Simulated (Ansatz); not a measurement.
`C[CH2][Cd][NH2]`, charge 0, multiplicity 1.

Problem. Give a relaxed structure at PBE0-D4/def2-TZVP (Ansatz). (Estimate.)

Solution. Ansatz gave: 
```xyz
11

C     1.1167    1.5548    0.1762
C     1.0723    0.0561    0.4542
Cd   -0.6955   -0.9132   -0.1712
N    -2.3379   -1.8216   -0.9219
H     0.3095    2.0908    0.6824
H     2.0584    1.9984    0.5193
H     1.0292    1.7775   -0.8903
H     1.1891   -0.1384    1.5238
H     1.9063   -0.4488   -0.0419
H    -2.4379   -2.7913   -0.6461
H    -3.2102   -1.3643   -0.6846
```
This is one stationary point; other conformers may exist.
